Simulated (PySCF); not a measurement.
CH₃Cl₃Si, singlet, geometry from GFN2-xTB; DF-SVWN5/aug-cc-pVDZ in PySCF.

The PySCF input:
```python
from pyscf import gto, scf, dft
import numpy

mol = gto.M(
    atom='''
C    -2.08539302   -0.43002418    0.05735758
Si   -0.22565362   -0.04653152    0.00620648
Cl    0.68040569   -1.19502435   -1.39062803
Cl    0.06775652    1.90072752   -0.45554951
Cl    0.60976201   -0.42568869    1.80882858
H    -2.26630565   -1.46926637    0.31744164
H    -2.59468576    0.18660249    0.79274175
H    -2.55221147   -0.24599592   -0.90628735
''',
    basis='aug-cc-pvdz',
    verbose=4,
    cart=True,
)
print('smallest overlap eigenvalue', numpy.linalg.eigvalsh(mol.intor('int1e_ovlp'))[0])

mf = dft.RKS(mol)
mf.xc = 'lda,vwn'
mf = mf.density_fit(auxbasis='def2-universal-jkfit')
mf.kernel()
```

The log (banner, timings and long lists left out):

```
PySCF version 2.14.0

[INPUT] verbose = 4
[INPUT] num. atoms = 8
[INPUT] num. electrons = 74
[INPUT] charge = 0
[INPUT] spin (= nelec alpha-beta = 2S) = 0
[INPUT] symmetry False subgroup None
[INPUT] Mole.unit = angstrom
[INPUT] Cartesian GTO integrals (6d 10f)
[INPUT] Symbol           X                Y                Z      unit          X                Y                Z       unit  Magmom
[INPUT]  1 C     -2.085393020000  -0.430024180000   0.057357580000 AA   -3.940821669880  -0.812627927141   0.108390117368 Bohr   0.0
[INPUT]  2 Si    -0.225653620000  -0.046531520000   0.006206480000 AA   -0.426423540817  -0.087931828960   0.011728547398 Bohr   0.0
[INPUT]  3 Cl     0.680405690000  -1.195024350000  -1.390628030000 AA    1.285780407696  -2.258268733686  -2.627906117843 Bohr   0.0
[INPUT]  4 Cl     0.067756520000   1.900727520000  -0.455549510000 AA    0.128041265954   3.591854450224  -0.860863810080 Bohr   0.0
[INPUT]  5 Cl     0.609762010000  -0.425688690000   1.808828580000 AA    1.152283200064  -0.804435038425   3.418190622486 Bohr   0.0
[INPUT]  6 H     -2.266305650000  -1.469266370000   0.317441640000 AA   -4.282696993054  -2.776511043334   0.599877760133 Bohr   0.0
[INPUT]  7 H     -2.594685760000   0.186602490000   0.792741750000 AA   -4.903245465709   0.352627600262   1.498064795008 Bohr   0.0
[INPUT]  8 H     -2.552211470000  -0.245995920000  -0.906287350000 AA   -4.822980690274  -0.464864916560  -1.712634881658 Bohr   0.0

nuclear repulsion = 440.805403368068
number of shells = 55
number of NR pGTOs = 278
number of NR cGTOs = 168
basis = aug-cc-pvdz
ecp = {}
smallest overlap eigenvalue 7.100784530234341e-05

******** <class 'pyscf.df.df_jk.DFRKS'> ********
method = DFRKS
initial guess = minao
damping factor = 0
level_shift factor = 0
DIIS = <class 'pyscf.scf.diis.CDIIS'>
diis_start_cycle = 1
diis_space = 8
diis_damp = 0
SCF conv_tol = 1e-09
SCF conv_tol_grad = None
SCF max_cycles = 50
direct_scf = False
XC library pyscf.dft.libxc version 7.1.2
    S. Lehtola, C. Steigemann, M. J. T. Oliveira, and M. A. L. Marques,  SoftwareX 7, 1–5 (2018)
XC functionals = lda,vwn
    P. A. M. Dirac,  Math. Proc. Cambridge Philos. Soc. 26, 376 (1930)
    F. Bloch,  Z. Phys. 57, 545 (1929)
    S. H. Vosko, L. Wilk, and M. Nusair,  Can. J. Phys. 58, 1200 (1980)
radial grids:
    Treutler-Ahlrichs [JCP 102, 346 (1995); DOI:10.1063/1.469408] (M4) radial grids

becke partition: Becke, JCP 88, 2547 (1988); DOI:10.1063/1.454033
pruning grids: <function nwchem_prune>
grids dens level: 3
symmetrized grids: False
atomic radii adjust function: <function treutler_atomic_radii_adjust>
small_rho_cutoff = 0
Set gradient conv threshold to 3.16228e-05
Initial guess from minao.
tot grids = 119368
init E= -1704.62902934808
  HOMO = -0.335956602966477  LUMO = -0.0608406994377351  gap/eV = 7.48629
cycle= 1 E= -1704.15184288716  delta_E= 0.477  |g|= 0.528  |ddm|= 3.72
  HOMO = -0.251723686885446  LUMO = -0.0426906601451975  gap/eV = 5.68808
cycle= 2 E= -1704.0587161477  delta_E= 0.0931  |g|= 0.782  |ddm|= 1.55
  HOMO = -0.282730341631478  LUMO = -0.0394860556766705  gap/eV = 6.61901
cycle= 3 E= -1704.22261108144  delta_E= -0.164  |g|= 0.0873  |ddm|= 1.06
  HOMO = -0.294457334332113  LUMO = -0.0490556599254468  gap/eV = 6.67772
cycle= 4 E= -1704.2246708388  delta_E= -0.00206  |g|= 0.0295  |ddm|= 0.133
  HOMO = -0.292020559655584  LUMO = -0.0459318867607879  gap/eV = 6.69641
cycle= 5 E= -1704.22489021958  delta_E= -0.000219  |g|= 0.0103  |ddm|= 0.0383
  HOMO = -0.291711227032262  LUMO = -0.0462004517264072  gap/eV = 6.68069
cycle= 6 E= -1704.22491904371  delta_E= -2.88e-05  |g|= 0.00175  |ddm|= 0.0124
  HOMO = -0.291825111646796  LUMO = -0.0462648364781035  gap/eV = 6.68204
cycle= 7 E= -1704.22491981817  delta_E= -7.74e-07  |g|= 0.000364  |ddm|= 0.00198
  HOMO = -0.291820874313788  LUMO = -0.0462604666367623  gap/eV = 6.68204
cycle= 8 E= -1704.22491985834  delta_E= -4.02e-08  |g|= 8.86e-05  |ddm|= 0.000533
  HOMO = -0.291814934186667  LUMO = -0.0462552516330419  gap/eV = 6.68202
cycle= 9 E= -1704.22491986049  delta_E= -2.15e-09  |g|= 1.25e-05  |ddm|= 0.000125
  HOMO = -0.291816877738854  LUMO = -0.0462565699165562  gap/eV = 6.68204
cycle= 10 E= -1704.22491986072  delta_E= -2.23e-10  |g|= 2.41e-06  |ddm|= 2.53e-05
  HOMO = -0.291816954868191  LUMO = -0.0462566995623597  gap/eV = 6.68203
Extra cycle  E= -1704.22491986066  delta_E= 6.23e-11  |g|= 1.98e-06  |ddm|= 6.04e-06
converged SCF energy = -1704.22491986066
```
